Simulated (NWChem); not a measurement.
Molecule: CH₄ClFSi; SMILES C[Si@@H](F)Cl

```xyz
8

C     -1.3529    -1.3698    -0.2700
Si     0.0990    -0.4025     0.3794
F      1.4702    -0.9435    -0.3307
Cl    -0.1178     1.5999    -0.1163
H     -1.4294    -1.2590    -1.3701
H     -1.2423    -2.4469    -0.0303
H     -2.2959    -1.0039     0.1833
H      0.2923    -0.5014     1.8585
```
Atoms are numbered in this order, from 1.

All runs: NWChem. Geometry optimised at PBE-D3(BJ)/def2-SVP; all other runs use it. Pople sets run with spherical d functions. Vzz has the sign of the potential's second derivative.

| quantity | level | value |
|---|---|---|
| charge (e), Mulliken Si2 | Hartree-Fock/6-31G* | 1.24 |
| dipole in solution (D) in anisole | M06-2X/def2-SVP, SMD | 2.70 |
| −ε(HOMO) (eV) | LRC-wPBEh/def2-SVP | [?] |
| Vzz Cl4 (a.u.) | B3LYP/def2-SVP | 1.974 |
| dipole (D) | PBE-D3(BJ)/def2-SVP | [?] |
| highest harmonic frequency (cm⁻¹) | PBE-D3(BJ)/def2-SVP | [?] |

Problem. Fill in the missing entries.

Solution. 
- −ε(HOMO) (eV), value: 10.75
- dipole (D), value: 2.10
- highest harmonic frequency (cm⁻¹), value: 3092
